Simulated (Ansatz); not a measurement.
Ansatz results at the PBE0-D4/def2-TZVP geometry: size of the dipole moment (B3LYP/def2-TZVPP) 1.78 D; HOMO energy (ωB97M-V/def2-TZVPP) -8.72 eV; HOMO–LUMO gap (B3LYP/def2-TZVPP) 5.58 eV.

Each molecule was computed in one conformer, which needn't be the lowest.

(1) Which molecule gave them?
A. `[SiH3]C1BN[SiH2]1`
B. `CB[SiH2][AlH2]`
C. `C[SiH2]B1N[SiH2]1`
D. `O[SiH](F)[SiH2][SiH3]`

Results:

(1) C. The others give `[SiH3]C1BN[SiH2]1`: 1.57, -10.03, 7.33; `CB[SiH2][AlH2]`: 0.75, -9.07, 4.35; `O[SiH](F)[SiH2][SiH3]`: 1.60, -9.93, 7.03.

B3LYP here is the variant with VWN-RPA as its local correlation; programs differ in this.
